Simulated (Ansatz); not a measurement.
C3H7BFN can be A, `BC(F)CN=C`, or B, `C/C(BN)=C\F`.

Isolated molecules relaxed with PBE0-D4/def2-TZVP in Ansatz; ΔE leaves out vibrations. CBS: MP2 limit from def2 TZ/QZ plus the TZ coupled-cluster correction, frozen cores. Functionals use def2-TZVPP. B3LYP here is the variant with VWN-RPA as its local correlation; programs differ in this. One conformer a species, not always the lowest.

A:

```xyz
13

B     0.030    2.078   -0.877
C    -0.673    0.793   -0.358
F    -1.891    0.534   -0.972
C     0.170   -0.475   -0.349
N    -0.405   -1.484    0.505
C     0.344   -2.019    1.361
H    -0.508    2.806   -1.654
H     1.102    2.356   -0.426
H    -0.898    1.041    0.700
H     0.184   -0.867   -1.371
H     1.203   -0.222   -0.064
H     1.405   -1.757    1.484
H    -0.062   -2.784    2.022
```

B:

```xyz
13

C     0.1066   -1.3993    0.4460
C     0.4988    0.0167    0.1497
B    -0.4857    1.0450   -0.4600
N    -1.7988    0.6925   -0.7649
C     1.7227    0.4733    0.3964
F     2.6978   -0.2791    0.9223
H    -0.7118   -1.4308    1.1724
H     0.9335   -1.9841    0.8487
H    -0.2499   -1.9006   -0.4594
H    -0.1342    2.1704   -0.6824
H    -2.4599    1.3372   -1.1604
H    -2.1772   -0.2271   -0.6108
H     2.0581    1.4858    0.2024
```

**Question.** Which is lower in electronic energy at CCSD(T)/CBS, and by how much? (An estimate is asked.)

**Answer.** Computed: B, by 271.9 kJ/mol.

**Question.** Give E(B) − E(A) in kJ/mol with B3LYP, ωB97M-V, PBE-D4, CCSD(T)/def2-TZVPP, HF/def2-TZVPP, MP2/def2-TZVPP, B3LYP-D4. (Estimate.)

**Answer.** Computed: B3LYP -271.0, ωB97M-V -272.7, PBE-D4 -277.9, CCSD(T)/def2-TZVPP -268.5, HF/def2-TZVPP -252.2, MP2/def2-TZVPP -279.2, B3LYP-D4 -272.7. None reverses the order clearly.

Largest T1 diagnostic: 0.012.

In def2-TZVPP, CCSD(T) changes the Hartree–Fock value by −16.3 kJ/mol (the triples alone add −2.7 kJ/mol) and MP2 by −27.1 kJ/mol.
